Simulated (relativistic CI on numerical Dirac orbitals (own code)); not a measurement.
One change at a time: Ag XLI

Base calculation: Dirac-Coulomb-Breit CI, separate exchange-only KLI orbitals for each configuration, a model potential for QED, unscaled Slater integrals.

Configuration list (outside the closed core 1s2): 2s2 2p3, 2s 2p4, 2p5, 2p4 3s, 2p4 3p, 2p4 3d, 2s2 2p2 3s, 2s2 2p2 3p, 2s2 2p2 3d, 2s 2p3 3s, 2s 2p3 3p, 2s 2p3 3d, 2s2 2p2 4s, 2s2 2p2 4p, 2s2 2p2 4d, 2s2 2p2 4f. Levels of other configurations are missing.

The lowest level and the first level of each name with at least 55 % of one term (blank where a level has no safe partner in the second run):

```csv
Level,Base (eV),Shift (eV)
2s2 2p3 2P°_3/2,0.00,0.00
2s2 2p3 2D°_5/2,186.37,+0.14
2s2 2p3 2P°_1/2,211.34,-0.24
2s 2p4 4P_5/2,348.68,-0.10
2s 2p4 4P_3/2,536.63,-0.04
2s 2p4 2D_5/2,564.72,+0.16
2s 2p4 2P_1/2,593.56,+0.26
2p5 2P°_3/2,806.67,+0.58
2p5 2P°_1/2,992.37,+0.58
2s2 2p2 3s 4P_3/2,3565.37,
2s2 2p2 3s 2P_1/2,3571.27,
2s2 2p2 3s 2D_3/2,3584.08,
2s2 2p2 3p 2F°_7/2,3688.99,
2s2 2p2 3d 4F_5/2,3738.49,
```

At this charge energies of transitions that change n are usually good to better than 1 %, and those within a shell (Δn = 0) to a few per cent.

**Question.** One thing was changed in a second run, which moved the levels as shown. Which?
A. Breit term removed
B. only the first 3 configurations
C. QED terms removed
D. one mean potential for all configurations

**Answer.** B. Only the first 3 configurations. With fewer configurations the levels that remain lose their mixing partners.

LS names give the leading component of a level, which can be under half, so a name can repeat, a term be missing and a line seem to break the LS rules.
